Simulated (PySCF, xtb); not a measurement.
C2H8OSn, SMILES C[O][SnH2][CH3]. Other conformers were not sampled.

Harmonic wavenumbers (cm⁻¹) from GFN2-xTB in xtb at its own minimum, in rising order: 71, 88, 108, 142, 201, 338, 385, 482, 494, 552, 652, 748, 759, 1068, 1147, 1151, 1255, 1426, 1431, 1438, 1494, 1497, 1527, 1747, 2913, 2932, 2973, 3013, 3024, 3056.

Question: What does B3LYP-D3(BJ)/def2-SVP in PySCF give at its own minimum? (The exact figures need the calculation; the answer reports its results.)

Answer: 51, 66, 112, 153, 209, 367, 512, 519, 552, 608, 690, 763, 781, 1123, 1173, 1194, 1212, 1433, 1436, 1470, 1472, 1481, 1869, 1921, 2934, 2981, 3047, 3050, 3152, 3159. Paired by order, the mean absolute difference is 54 cm⁻¹ and the zero-point energies are 54.5 and 56.5 kcal/mol.
